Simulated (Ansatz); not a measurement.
Ideal-gas functions of C$_{2}$HF$_{3}$O$_{2}$, SMILES `O=C(O)C(F)(F)F` at 600 K and 1 bar, from an Ansatz frequency run at PBE0-D4/def2-TZVP.

Molar mass 114.02 g/mol, point group Cs (symmetry number 1), electronic degeneracy 1, moments of inertia 129.946, 201.637, 242.86 u Å². Harmonic wavenumbers (cm⁻¹, unscaled): 32, 238, 244, 392, 427, 512, 594, 606, 675, 803, 812, 1166, 1210, 1226, 1284, 1440, 1898, 3780.

Use S(trans) = R[1.5 ln M + 2.5 ln T − 1.1517]; rotational temperatures θ = 24.2544 K / I; S(rot) = R[ln(√π/σ · √(T³/θAθBθC)) + 1.5]; for each mode x = 1.438777 ν̃/T, S = R[x/(eˣ − 1) − ln(1 − e⁻ˣ)] and H = RT x/(eˣ − 1); 1 cm⁻¹ = 0.0119627 kJ/mol; R = 8.31446 J/(mol·K).

Question: By hand: the entropy, in J/(mol·K).

Answer: Translation 182.5. Rotation: θ = 0.1866, 0.1203, 0.0999 K, giving 122.4. Vibration, mode by mode: 29.66, 13.09, 12.89, 9.13, 8.47, 7.11, 6.04, 5.90, 5.16, 4.04, 3.97, 2.04, 1.87, 1.82, 1.63, 1.21, 0.49, 0.01, in all 114.5. Electronic 0.0. Sum 419.4 J/(mol·K).

Question: By hand: H − E and G − E in kJ/mol, counted from the electronic energy.

Answer: Zero-point energy ½ × 17339 × 0.0119627 = 103.7; thermal vibration 34.4; translation, rotation and pV give 4 RT = 20.0. H − E = 158.1 kJ/mol, and G − E = 158.1 − 600 × 419.4/1000 = -93.5 kJ/mol.

Vibration gives 27 % of the entropy, 29.7 J/(mol·K) of it from the mode under 150 cm⁻¹: soft modes count most, and the harmonic formula is weakest for them. The sum counts one conformer and one mirror image; others add a mixing term.
